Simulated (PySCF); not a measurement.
Members of one series of related molecules.

All values: PBE0/pcSseg-1 (PySCF) at GFN2-xTB geometries, gas phase, one conformer each.

(1) Rank by LUMO energy, lowest first.
A. `CC#CC1=C(F)OC=C[SiH2]1`
B. `CC#CC1=C(F)CC[SiH2]1`
C. `C#CC1=C(F)C=C[SiH2]1`
D. `CCC#CC1=C(F)C=C[SiH2]1`

(2) Rank by HOMO–LUMO gap, highest first.
A. `C(#CC1=C(CC[SiH2]1)F)C`
B. `CC#C[C@@H]1[SiH2]C=C[C@@H]1F`
C. `CCC#CC1=C(F)C=C[SiH2]1`
D. `C#CC1=C(F)C=C[SiH2]1`
E. `CC#CC1=C(F)OC=C[SiH2]1`

(3) Rank by the lowest Hirshfeld charge on any atom, highest value first.
A. `CC#C[C@@H]1[SiH2]C=C[C@@H]1F`
B. `CC#CC1=C(F)CC[SiH2]1`
C. `FC1=C([SiH2]C=CO1)C#CC`

## Answers

(1) C (-2.11 eV), D (-1.89 eV), A (-0.85 eV), B (-0.45 eV).

(2) B (6.40 eV), A (6.00 eV), E (5.58 eV), D (4.41 eV), C (4.27 eV).

(3) A (-0.141 e), B (-0.154 e), C (-0.175 e).

All values together:

```
                      SMILES                           change   formula  μ (D)  HOMO (eV)  LUMO (eV)  lowest IAO charge (e)  highest IAO charge (e)  lowest Hirshfeld charge (e)  highest Hirshfeld charge (e)
       CC#CC1=C(F)C=C[SiH2]1                           parent   C7H7FSi   1.45      -6.17      -1.89             -0.434 (C)             +0.783 (Si)                   -0.138 (C)                   +0.351 (Si)
      CC#CC1=C(F)OC=C[SiH2]1       O inserted into a C-C bond  C7H7FOSi   1.54      -6.43      -0.85             -0.513 (C)             +0.801 (Si)                   -0.175 (C)                   +0.334 (Si)
     C/C=C\C1=C(F)C=C[SiH2]1  H2 added to a C-C multiple bond   C7H9FSi   1.68      -6.04      -1.83             -0.434 (C)             +0.752 (Si)                   -0.140 (C)                   +0.338 (Si)
      CCC#CC1=C(F)C=C[SiH2]1     CH2 inserted into a C-C bond   C8H9FSi   1.58      -6.16      -1.89             -0.429 (C)             +0.784 (Si)                   -0.138 (C)                   +0.351 (Si)
        CC#CC1=C(F)CC[SiH2]1  H2 added to a C-C multiple bond   C7H9FSi   1.23      -6.44      -0.45             -0.544 (C)             +0.785 (Si)                   -0.154 (C)                   +0.349 (Si)
      FC1=C(C#CCS)[SiH2]C=C1            H on C replaced by SH  C7H7FSSi   2.02      -6.35      -2.09             -0.423 (C)             +0.785 (Si)                   -0.134 (C)                   +0.356 (Si)
        C#CC1=C(F)C=C[SiH2]1   terminal C group replaced by H   C6H5FSi   2.16      -6.52      -2.11             -0.421 (C)             +0.787 (Si)                   -0.132 (C)                   +0.357 (Si)
CC#C[C@@H]1[SiH2]C=C[C@@H]1F  H2 added to a C-C multiple bond   C7H9FSi   1.48      -6.89      -0.49             -0.434 (C)             +0.765 (Si)                   -0.141 (C)                   +0.349 (Si)
```

Conformers: `[CH3:1]/[CH:2]=[CH:3]\[C:4]1=[C:5]([F:6])[CH:7]=[CH:8][SiH2:9]1` with C2–C3–C4–C5 180°; `[CH3:1][C:2]#[C:3][C:4]1=[C:5]([F:6])[CH2:7][CH2:8][SiH2:9]1` with C4–C5–C7–C8 11°, C5–C7–C8–Si9 -15°, C7–C8–Si9–C4 13°, C3–C4–Si9–C8 173°; `[F:1][C:2]1=[C:3]([C:4]#[C:5][CH2:6][SH:7])[SiH2:8][CH:9]=[CH:10]1` with C5–C6–S7–H -59°; `[CH3:1][C:2]#[C:3][C@@H:4]1[SiH2:5][CH:6]=[CH:7][C@@H:8]1[F:9]` with C3–C4–Si5–C6 -93°, C4–Si5–C6–C7 -14°, C6–C7–C8–F9 148°, C3–C4–C8–C7 86°.

Question: Give the shifts from the parent, `CC#CC1=C(F)C=C[SiH2]1`.

Answer: 
| SMILES | change in μ (D) | change in HOMO (eV) | change in LUMO (eV) |
| --- | --- | --- | --- |
| CC#CC1=C(F)OC=C[SiH2]1 | +0.09 | -0.26 | +1.04 |
| C/C=C\C1=C(F)C=C[SiH2]1 | +0.23 | +0.13 | +0.06 |
| CCC#CC1=C(F)C=C[SiH2]1 | +0.13 | +0.01 | 0.00 |
| CC#CC1=C(F)CC[SiH2]1 | -0.22 | -0.27 | +1.44 |
| FC1=C(C#CCS)[SiH2]C=C1 | +0.57 | -0.18 | -0.20 |
| C#CC1=C(F)C=C[SiH2]1 | +0.71 | -0.35 | -0.22 |
| CC#C[C@@H]1[SiH2]C=C[C@@H]1F | +0.03 | -0.72 | +1.40 |
